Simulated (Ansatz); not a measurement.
```yaml
crystal:
  periodic: [false, false, false]
  atoms:
    - {symbol: N, position_ang: [-0.871871, 0.220777, -0.866337]}
    - {symbol: Ge, position_ang: [0.221710, -1.062323, -0.187215]}
    - {symbol: S, position_ang: [1.168178, 0.278512, 1.359173]}
    - {symbol: H, position_ang: [-0.938025, 1.179620, -0.562130]}
    - {symbol: H, position_ang: [-1.499411, 0.011984, -1.625684]}
    - {symbol: H, position_ang: [1.961618, -0.692569, 1.836093]}
basis:
  gaussian: {orbitals: cc-pVTZ}
hamiltonian: {xc: {name: wB97X-V}}
accuracy: high
```

```sh
$ ansatz run in.yaml --threads 4 --pin off --events-out ev --progress --plain --max-ram 10444MiB
```

It prints (some lines left out):

```
Functional definition: wB97X-V
2511 factors; integrals over basis functions are off by at most 4.3e-9 eV
386 factors; integrals over basis functions are off by at most 1.6e-9 eV
mean field evaluation 1: about -68883.4614 eV, gradient 5.1e1 eV
mean field evaluation 2: about -68881.6976 eV, gradient 5.8e1 eV
mean field evaluation 4: about -68888.3876 eV, gradient 1.6e0 eV
mean field evaluation 8: about -68888.4460 eV, gradient 1.6e-1 eV
mean field evaluation 16: about -68888.4461 eV, gradient 1.2e-4 eV
mean field -68888.44613871 eV, -2531.6037013315 hartree, gradient 3.3e-8 eV, S^2 0.000000; 0 other end points of the search recorded, 0 dependent functions left out
reference -68888.44613855 eV, -2531.6037013260 hartree; 29, 29 occupied and 120, 120 virtual orbitals, 2511 factors
Total energy: -68888.44613855 eV, -2531.6037013260 hartree
```

It took 18 s on 4 threads of an Arm Neoverse V2 on a shared host, with 0.84 GiB of host memory at the peak.
